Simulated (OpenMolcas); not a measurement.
Pd2+: moving or changing the point charges

Pd2+ among 5 point charges of -2 e arranged as a trigonal bipyramid (D3h), 2.08 Å from the ion, with the axial distance 1.789 Å. The active orbitals were held to one l.
```
   2.0800    0.0000    0.0000  -2.00
  -1.0400    1.8013    0.0000  -2.00
  -1.0400   -1.8013    0.0000  -2.00
   0.0000    0.0000    1.7888  -2.00
   0.0000    0.0000   -1.7888  -2.00
```

```yaml
Program: OpenMolcas
Method: CASSCF
Basis: ANO-RCC-VDZP [6s5p3d1f]
Scalar_Hamiltonian: DKH2, point nucleus
Active_space: 8 electrons in 5 orbitals (4d)
State_averaging: 2S+1 = 3 even, 10 roots; 2S+1 = 1 even, 15 roots
Spin-orbit_coupling: RASSI with atomic mean-field integrals over the reference wave functions
```

Runs around this geometry, states (labels of D3, the rotations of D3h). Energies in cm-1 above the lowest state or level, χT in cm3 K/mol.

```json
{"R (Å)": "1.94", "Axial / equatorial distance": "0.86", "Ground state": "1A1", "First state of that spin": "1E 14828", "First gap with spin-orbit (degeneracies)": "2218 (1, 2)", "χT at 300 K": "0.077", "First state of another spin": "3E 2665"}
{"R (Å)": "2.08", "Axial / equatorial distance": "0.86", "Ground state": "3E", "First state of that spin": "3E 891.6", "First gap with spin-orbit (degeneracies)": "141.4 (2, 2)", "χT at 300 K": "2.609", "First state of another spin": "1A1 1092"}
{"R (Å)": "2.27", "Axial / equatorial distance": "0.86", "Ground state": "3E", "First state of that spin": "3E 691.8", "First gap with spin-orbit (degeneracies)": "10.5 (2, 2)", "χT at 300 K": "2.845", "First state of another spin": "1A1 4767"}
{"R (Å)": "2.08", "Axial / equatorial distance": "0.93", "Ground state": "3E", "First state of that spin": "3E 2985", "First gap with spin-orbit (degeneracies)": "713.2 (2, 2)", "χT at 300 K": "2.556", "First state of another spin": "1A1 6594"}
```

The ground state changes within this set.

Without dynamic correlation the repulsion within the d shell is too large (B by tens of per cent), so at a given field states of lower spin stand too high. Real 4d8 and 5d8 ions are as a rule square planar and diamagnetic. This shell can be high or low spin here, a state of another spin lies low, and with metal d orbitals alone active their balance is uncertain, so the ground spin may be wrong, although the usual error favours high spin (holds for R = 1.94, ratio = 0.86). An orbital doublet at a regular site is open to a Jahn-Teller distortion, which this geometry leaves out (holds for R = 2.08, ratio = 0.86; R = 2.27, ratio = 0.86; R = 2.08, ratio = 0.93). This shell can be high or low spin here, a state of another spin lies low, and with metal d orbitals alone active their balance is uncertain, so the ground spin may be wrong (holds for R = 2.08, ratio = 0.86; R = 2.27, ratio = 0.86; R = 2.08, ratio = 0.93). Point charges give a weaker field than real ligands, and real ions of this kind are as a rule low spin; the high spin found here belongs to the model (holds for R = 2.08, ratio = 0.86; R = 2.27, ratio = 0.86; R = 2.08, ratio = 0.93). Spin-orbit coupling mixes the spin-free states strongly: the lowest level takes only 50 % from its leading state, 3E (holds for R = 2.27, ratio = 0.86). Point charges carry no covalency, so the field is a model and not that of real ligands. An unlabelled pair can be two single states that coincide in this model. No measured value stands beside these numbers.
